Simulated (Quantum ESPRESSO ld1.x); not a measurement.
Task: These are the eigenvalues of the occupied orbitals of an atom or ion with whole-number occupations (eV). Calculated with ld1.x of Quantum ESPRESSO 7.5: scalar-relativistic Kohn-Sham, LDA (Slater exchange, Perdew-Zunger correlation), spin-polarised, spherical densities, point nucleus.

orbital  eigenvalue
1s up      -69506.8
1s down    -69505.5
2s up      -13715.2
2s down    -13714.3
2p up      -12294.7
2p down    -12293.9
3s up      -4689.04
3s down    -4687.64
3p up      -4264.56
3p down    -4263.10
3d up      -3787.10
3d down    -3785.82
4s up      -2301.40

Which element is it, and in what charge state? The configuration may be excited. Open shells, if any, are filled with parallel spins first.

Result: Z = 73, tantalum, charge +44: Ta44+ in [Ar] 3d10 4s1. The list shows which subshells hold electrons but not how many an open one holds; the 1s level, -2554.3 hartree, gives Z - s = 71.5 by -(Z - s)^2/2, which with screening and relativity narrows Z to a few neighbours, and the depths of the outer levels then fix element, charge and occupations together.
